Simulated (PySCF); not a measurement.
**Arsenic: a sound run and one with changed settings**

Sound run: As [Ar] 3d10 4s2 4p3, As⁺ [Ar] 3d10 4s2 4p2. Computed with PySCF 2.14 in def2-TZVP, with no relativity, point nucleus. In the sound run the correlated levels freeze [Ar] 3d10. The sound run starts from symmetry-adapted Hartree-Fock orbitals and uses a fine grid where one is needed.

A second run was set up differently.

```tsv
species	method	sound run (hartree)	changed run (hartree)	converged
As	MP2	-2234.26588	-2234.20956	yes
As	CCSD(T)	-2234.28293	-2234.21451	yes
As⁺	MP2	-2233.90115	-2233.85219	yes
As⁺	CCSD(T)	-2233.91837	-2233.85415	yes
```

Ionisation energy of As:

```
 method  sound run (eV)  changed run (eV)
    UHF           9.450             9.450
    MP2           9.925             9.725
SCS-MP2           9.780             9.541
   CCSD           9.888             9.801
CCSD(T)           9.920             9.806
```

(1) What was changed?
A. a valence shell is frozen
B. basis contracted for another Hamiltonian
C. all electrons correlated in a valence basis
D. minimal basis

Results:

(1) A. Freezing a valence shell removes pair correlation that changes on ionisation.
